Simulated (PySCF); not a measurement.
**Do core-level shifts follow atomic charges?**

Compound: C₄H₆ClNSi.
SMILES with atom numbers: `[CH3:1]/[C:2](=[CH:3]\[Cl:4])[SiH2:5][C:6]#[N:7]`

Binding energies: PySCF, delta-SCF UKS SCAN, pcX-2 on the ionised atom, pcseg-1 elsewhere, spin-free X2C. Charges: PBE0/pcSseg-1 ground-state density, for the ionised atom.

```
atom                      environment  C 1s (eV)  Mulliken (e)  IAO (e)  Hirshfeld (e)  ESP (e)
  C2  fully substituted alkene carbon     290.84        -0.513   -0.273         -0.089   +0.163
  C1                   allylic carbon     291.32        -0.187   -0.419         -0.115   -0.463
  C6                     cyano carbon     291.81        -0.190   -0.163         -0.034   +0.200
  C3              vinylic C–Cl carbon     292.21        -0.065   -0.154         -0.024   -0.326
```

Task: How well does each charge scheme correlate with the binding energies over these sites?

Result: Mulliken: r = 0.90, slope 2.8 eV per e; Hirshfeld: r = 0.82, slope 11.1 eV per e; IAO: r = 0.64, slope 3.1 eV per e; ESP: r = -0.29, slope -0.5 eV per e. Mulliken charges have the highest r, on only 4 points.

Task: The point-charge model writes a binding energy as kq + V + constant, with V the potential of the other atoms' charges at the site. What does it give with the IAO charges?

Result: V = Σ 14.40 eV Å × q/r over all other atoms: +1.97 eV at C2, +5.07 eV at C1, +1.32 eV at C6, +1.07 eV at C3. Fitting binding energy − V to q gives k = 17.6 eV per e and leaves an rms residual of 0.18 eV, against 0.40 eV for the fit on q alone. The model has no term for differences in relaxation between sites.

One conformer (not necessarily the lowest) at the PBE0-D3(BJ)/def2-SVP geometry, without solvent, vibrations or thermal averaging.

Shape of the structure used: `[CH3:1]/[C:2](=[CH:3]\[Cl:4])[SiH2:5][C:6]#[N:7]`: C1–C2–Si5–C6 58°.
